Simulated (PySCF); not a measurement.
Selenious acid, H2O3Se.
Bonds: O1–Se2 (double), Se2–O3, Se2–O4. Hydrogens: H5 on O3; H6 on O4.

The calculation used PySCF, PBE0-D3(BJ)/def2-SVP geometry optimisation, gas phase.

Question: What internal coordinates does the optimisation give?

Answer: 
| bond | length (Å) |
| --- | --- |
| O1=Se2 | 1.610 |
| Se2–O3, Se2–O4 | 1.781 |
| O3–H5, O4–H6 | 0.972 |

Bonds in one row agree within 0.01 Å and their mean is given. A selection of angles:
| angle | degrees |
| --- | --- |
| O1–Se2–O3 | 103.0 |
| O3–Se2–O4 | 99.1 |
| Se2–O3–H5 | 106.4 |
| Se2–O4–H6 | 106.9 |

Torsions: H5–O3–Se2–O1 15° (synperiplanar); H6–O4–Se2–O1 -18° (synperiplanar).

O3 (hydroxyl oxygen) is bent (angle 106.4°). Se2 (selenium bonded to 3 O) is pyramidal (angles 103.4°, 103.0° and 99.1°, sum 305.6°, 0.76 Å off the plane of its three neighbours). The 3 O–Se bonds span 1.610 Å (O1=Se2, drawn double) to 1.782 Å (Se2–O3, drawn single), a spread of 0.172 Å.

Point group: Cs (every atom within 0.08 Å of its image). No PBE0-D3(BJ)/def2-SVP frequencies stand behind this structure, so it isn't proved a minimum. One conformer, not necessarily the lowest (O1–Se2–O3–H 15°, O1–Se2–O4–H -18°).
